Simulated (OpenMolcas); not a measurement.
Pt5+ among 5 point charges of -1.5 e arranged as a trigonal bipyramid (D3h), 1.99 Å from the ion, with the axial distance 1.711 Å.
```
   1.9900    0.0000    0.0000  -1.50
  -0.9950    1.7234    0.0000  -1.50
  -0.9950   -1.7234    0.0000  -1.50
   0.0000    0.0000    1.7114  -1.50
   0.0000    0.0000   -1.7114  -1.50
```

| Item | Value |
| --- | --- |
| Program | OpenMolcas 26.06 |
| Method | CASSCF |
| Basis | ANO-RCC-VDZP [7s6p4d2f] |
| Scalar Hamiltonian | DKH2, point nucleus |
| Active space | 5 electrons in 5 orbitals (5d) |
| State averaging | 2S+1 = 6 even, 1 root; 2S+1 = 4 even, 24 roots; 2S+1 = 2 even, 75 roots |
| Spin-orbit coupling | RASSI with atomic mean-field integrals over the reference wave functions |

(1) What is the spin-free ground state (labels of D3, the rotations of D3h)?

(2) What are the lowest two levels with spin-orbit coupling?

(3) What is χT at 300 K?

Results:

(1) 6A1, 1-fold in its orbital part, 100 % from free-ion S terms; it has the highest spin that d5 allows.

(2) A 2-fold level E1/2 with g = 0.00, 0.00, 9.44, then a 2-fold level E3/2 533.5 cm-1 above it. Their leading multiplicities are 6 (77 %) and 6 (80 %).

(3) 3.51 cm3 K/mol.

Without dynamic correlation the repulsion within the d shell is too large (B by tens of per cent), so at a given field states of lower spin stand too high. Point charges give a weaker field than real ligands, and real ions of this kind are as a rule low spin; the high spin found here belongs to the model. Point charges carry no covalency, so the field is a model and not that of real ligands. No measured value stands beside these numbers.
